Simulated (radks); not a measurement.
The numbers below are computed, except where a source is named.
Spherical quantum dot in the effective-mass picture: electrons in a hard-walled sphere of radius 1.79, all in effective atomic units (hartree* = m*/eps^2 hartree, bohr* = eps/m* bohr), one dielectric constant everywhere. Level of theory: non-relativistic Kohn-Sham, r2SCAN, spin-polarised, spherical densities, generalised Kohn-Sham scheme (a radial shooting solver with Libxc functionals). Levels are named by radial order and angular momentum (1s, 1p, 1d, 2s, ...), and open shells are averaged over m.

N = 23, configuration 1s2 1p6 1d10 1f(up 5, down 0). This is the lowest configuration that the search found. Occupied and some empty levels:

level    occupation  eigenvalue (hartree*)  <r> (bohr*)
1s up             1                 18.509        1.104
1s down           1                 18.638        1.093
1p up             3                 19.547        1.186
1p down           3                 19.708        1.179
1d up             5                 21.184        1.244
1d down           5                 21.374        1.241
1f up             5                 23.336        1.289
2s up             0                 23.532       0.8176
1f down           0                 23.551        1.287
2s down           0                 23.632       0.8258
1g up             0                 25.960        1.325
1g down           0                 26.195        1.325
2p up             0                 26.502       0.9404
2p down           0                 26.607       0.9442
2d up             0                 29.931        1.021
2d down           0                 30.062        1.022

Energy (hartree*): total 294.488, kinetic 118.23, external 0, Hartree 197.74, exchange-correlation -21.489.

Electron density:

r (bohr*)  n(r) (e/bohr*^3)
0.0945               0.1434
0.184                0.1640
0.273                0.2011
0.362                0.2602
0.451                0.3478
0.540                0.4709
0.629                0.6354
0.719                0.8424
0.808                 1.086
0.897                 1.349
0.986                 1.599
1.07                  1.796
1.16                  1.891
1.25                  1.842
1.34                  1.623
1.43                  1.257
1.52                 0.8125
1.61                 0.3924
1.70                 0.1015
1.79              0.0002483
